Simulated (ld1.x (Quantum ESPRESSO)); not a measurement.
**An all-electron radial function and its pseudo partner (iridium)**

Columns: radius, all-electron u(r) and pseudo u(r) of the 5d shell (level -24.41 eV) of iridium in the configuration [Xe] 4f14 5d7 6s0 6p0; PBE, scalar-relativistic, TM scheme, ld1.x (Quantum ESPRESSO) 7.5.

```json
{"r (bohr)": "0.143", "all-electron": "0.2175", "pseudo": "0.0058"}
{"r (bohr)": "0.285", "all-electron": "-0.3092", "pseudo": "0.0434"}
{"r (bohr)": "0.428", "all-electron": "-0.3534", "pseudo": "0.1335"}
{"r (bohr)": "0.570", "all-electron": "-0.0428", "pseudo": "0.2750"}
{"r (bohr)": "0.713", "all-electron": "0.3096", "pseudo": "0.4492"}
{"r (bohr)": "0.855", "all-electron": "0.5785", "pseudo": "0.6199"}
{"r (bohr)": "0.998", "all-electron": "0.7491", "pseudo": "0.7557"}
{"r (bohr)": "1.140", "all-electron": "0.8352", "pseudo": "0.8354"}
{"r (bohr)": "1.283", "all-electron": "0.8610", "pseudo": "0.8610"}
{"r (bohr)": "1.425", "all-electron": "0.8468", "pseudo": "0.8468"}
{"r (bohr)": "1.568", "all-electron": "0.8077", "pseudo": "0.8077"}
{"r (bohr)": "1.710", "all-electron": "0.7548", "pseudo": "0.7548"}
{"r (bohr)": "1.853", "all-electron": "0.6946", "pseudo": "0.6946"}
{"r (bohr)": "1.995", "all-electron": "0.6325", "pseudo": "0.6325"}
{"r (bohr)": "2.138", "all-electron": "0.5707", "pseudo": "0.5707"}
{"r (bohr)": "2.280", "all-electron": "0.5117", "pseudo": "0.5117"}
{"r (bohr)": "2.423", "all-electron": "0.4559", "pseudo": "0.4559"}
{"r (bohr)": "2.565", "all-electron": "0.4047", "pseudo": "0.4047"}
{"r (bohr)": "2.708", "all-electron": "0.3575", "pseudo": "0.3575"}
{"r (bohr)": "2.850", "all-electron": "0.3151", "pseudo": "0.3151"}
{"r (bohr)": "2.992", "all-electron": "0.2770", "pseudo": "0.2770"}
{"r (bohr)": "3.135", "all-electron": "0.2426", "pseudo": "0.2426"}
{"r (bohr)": "3.278", "all-electron": "0.2120", "pseudo": "0.2120"}
{"r (bohr)": "3.420", "all-electron": "0.1850", "pseudo": "0.1850"}
{"r (bohr)": "3.563", "all-electron": "0.1610", "pseudo": "0.1610"}
{"r (bohr)": "3.705", "all-electron": "0.1400", "pseudo": "0.1400"}
```

Question: How many radial nodes do the two functions have?

Answer: The all-electron 5d function has n − l − 1 = 2; the pseudo-wave has 0, since the states of the same l below it are removed with the core.

Question: At about which radius was the pseudo-wave matched?

Answer: 1.30 bohr. The columns agree to 0.0005 from 1.14 bohr on; several derivatives are matched, so the curves merge somewhat inside the radius.

Question: Is the pseudo-wave norm-conserving?

Answer: Yes: the TM scheme keeps the norm inside the radius equal to the all-electron one, which fixes the energy derivative of the logarithmic derivative at the level.
